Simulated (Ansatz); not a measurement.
Ligand exchange: C2H5F + SnH2(CH3)(SiH3) → C2H8Si + SnH2(CH3)F

Gas-phase species: C2H5F `CCF`, singlet; SnH2(CH3)(SiH3), singlet; C2H8Si `CC[SiH3]`, singlet; SnH2(CH3)F, singlet. The partners trade F for SiH3: C–F and Sn–SiH3 bonds give way to C–SiH3 and Sn–F.

Shapes, held fixed at every level: PBE0-D4/def2-TZVP. Programs: Ansatz 0.2.0. The zero-point and thermal change to 298 K, harmonic and unscaled (PBE0-D4/def2-TZVP), is -2.7 kJ/mol.

| level | kind | ΔH(298 K) (kJ/mol) | less CCSD(T)/def2-TZVPP |
| --- | --- | --- | --- |
| SPW92/def2-TZVPP | LDA | -83.5 | +16.6 |
| BHLYP-D4/def2-TZVPP | global hybrid | -100.5 | -0.4 |
| PBE0-D4/def2-TZVPP | global hybrid | -92.1 | +8.0 |
| wB97M-V/def2-TZVPP | range-separated hybrid | -104.5 | -4.4 |
| wB97X-V/def2-TZVPP | range-separated hybrid | -103.1 | -3.0 |
| MP2/def2-SVP | perturbation theory | -105.2 | -5.1 |
| CCSD(T)/def2-SVP | coupled cluster or CI | -90.4 | +9.7 |
| CCSD(T)/def2-TZVPP | coupled cluster or CI | -100.1 | 0.0 |

The highest level, CCSD(T)/def2-TZVPP, gives ΔH(298 K) = -100.1 kJ/mol; the levels span -105.2 to -83.5. The column of differences is taken from that level and isn't an error. No measured value is set beside it here. For atoms past krypton def2 sets carry core potentials with scalar relativity. Outer-core shells of Sn are correlated, in sets that cover them unevenly.
